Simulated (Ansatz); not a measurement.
Species: C$_{2}$H$_{10}$NSi$_{2}$, charge -1, multiplicity 1. It need not be the lowest isomer of its formula. Whether it binds its extra electron was not tested at this geometry. 
Geometry from a B3LYP-D3(BJ)/def2-TZVP (Ansatz, a first-principles code) optimisation:
```xyz
15

Si    -0.8098    -0.0849    -0.3893
C     -1.8051     1.4857    -0.8019
C     -1.8153    -0.9453     0.9864
N      0.7555     0.2327    -0.0245
Si     2.2923    -0.2498     0.2691
H     -1.0508    -0.9769    -1.5949
H     -2.8445     1.2561    -1.0614
H     -1.3501     2.0129    -1.6448
H     -1.8073     2.1693     0.0530
H     -2.8551    -1.1203     0.6874
H     -1.3670    -1.9102     1.2395
H     -1.8178    -0.3348     1.8949
H      2.9427    -1.1568    -0.7572
H      3.2862     0.8835     0.3722
H      2.5421    -1.0089     1.5579
```
Charge -1, spin multiplicity 1.

Total electronic energies in hartree. Correlated levels leave the core frozen unless marked. Spin-orbit coupling is left out. No relativistic terms. CBS(X,Y): correlation extrapolated as X^-3; Hartree-Fock from the larger set. The bracket is a focal-point correction in the basis named.

| level | program | energy (Eh) |
|---|---|---|
| HF/cc-pV(D+d)Z | Ansatz | -713.94627 |
| HF/cc-pwCVTZ | Ansatz | -714.02965 |
| HF/aug-cc-pV(Q+d)Z | Ansatz | -714.04480 |
| PBE-D4/def2-TZVPD | Ansatz + dftd4 | -715.65030 |
| B3LYP-D4/def2-TZVPD | Ansatz + dftd4 | ___ |
| PBE0/STO-3G | Ansatz | -707.07608 |
| PBE0-D3(BJ)/def2-TZVP | Ansatz + dftd3 | -715.72502 |
| PBE0/def2-QZVPP | Ansatz | -715.74681 |
| r2SCAN0-D4/def2-TZVPD | Ansatz + dftd4 | ___ |
| HSE06-D3(BJ)/def2-TZVPD | Ansatz + dftd3 | -715.70385 |
| CAM-B3LYP/def2-TZVPD | Ansatz | -716.07330 |
| B2GP-PLYP-D3(BJ)/def2-TZVPD | Ansatz + dftd3 | -715.65899 |
| RPA@PBE/cc-pV(Q+d)Z | Ansatz | -715.54514 |
| MP2/6-31G | Ansatz | -714.12238 |
| MP2/cc-pV(Q+d)Z | Ansatz | -714.93870 |
| CCSD/STO-3G | Ansatz | -705.72129 |
| CCSD/6-31G | Ansatz | -714.17631 |
| CCSD/cc-pVTZ | Ansatz | -714.91298 |
| CCSD/cc-pV(Q+d)Z | Ansatz | -714.98873 |
| CCSD(T)/aug-cc-pV(D+d)Z | Ansatz | -714.77492 |
| CCSD(T)/aug-cc-pV(T+d)Z | Ansatz | -714.98093 |
| CCSD(T)/cc-pwCVTZ | Ansatz | -714.97195 |
| RI-MP2/CBS(aug-cc-pV(T+d)Z,aug-cc-pV(Q+d)Z)+[CCSD(T)-MP2]/aug-cc-pV(T+d)Z | Ansatz | -715.0791 |

Q: What belongs in the gaps?

A: 
- B3LYP-D4/def2-TZVPD, energy (Eh): -716.21027
- r2SCAN0-D4/def2-TZVPD, energy (Eh): -715.98075
